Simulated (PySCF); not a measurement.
# UHF on Ru (ruthenium, neutral)

Configuration: [Kr] 4d6 5s1 5p1, one real determinant (an excited configuration). Computed with PySCF 2.14 in aug-cc-pVDZ-PP with ECP28MDF, with a scalar-relativistic core potential.

| Item | Value |
| --- | --- |
| Total energy | -93.752792 hartree |
| One-electron energy | -162.3257 hartree |
| Hartree (Coulomb) energy | 77.9734 hartree |
| Exchange energy | -9.4005 hartree |
| ⟨S²⟩ | 12.0022 |
| ⟨L²⟩ | 8.062 |
| Sum of ⟨r⟩ | 25.77 bohr |
| Sum of ⟨r²⟩ | 60.63 bohr² |
| Traceless quadrupole moment −½Σ⟨3z² − r²⟩ along its main axis | -8.08 e·bohr² |

```json
{"shell": "4s α", "electrons": "1", "mean orbital energy (hartree)": "-3.75615", "spread (hartree)": "0", "rms radius, mean of both spins (bohr)": "1.10"}
{"shell": "4s β", "electrons": "1", "mean orbital energy (hartree)": "-3.48902", "spread (hartree)": "0", "rms radius, mean of both spins (bohr)": "1.10"}
{"shell": "4p α", "electrons": "3", "mean orbital energy (hartree)": "-2.48076", "spread (hartree)": "0.05715", "rms radius, mean of both spins (bohr)": "1.21"}
{"shell": "4p β", "electrons": "3", "mean orbital energy (hartree)": "-2.15163", "spread (hartree)": "0.05473", "rms radius, mean of both spins (bohr)": "1.21"}
{"shell": "4d α", "electrons": "5", "mean orbital energy (hartree)": "-0.60676", "spread (hartree)": "0.05793", "rms radius, mean of both spins (bohr)": "1.72"}
{"shell": "4d β", "electrons": "1", "mean orbital energy (hartree)": "-0.45672", "spread (hartree)": "0", "rms radius, mean of both spins (bohr)": "1.72"}
{"shell": "5s α", "electrons": "1", "mean orbital energy (hartree)": "-0.35379", "spread (hartree)": "0", "rms radius, mean of both spins (bohr)": "3.49"}
{"shell": "5p α", "electrons": "1", "mean orbital energy (hartree)": "-0.19327", "spread (hartree)": "0", "rms radius, mean of both spins (bohr)": "4.43"}
```

⟨L²⟩ = 8.06 against 12 for a pure F term, so this real determinant mixes terms. Energies and moments cover only the electrons outside the core potential.
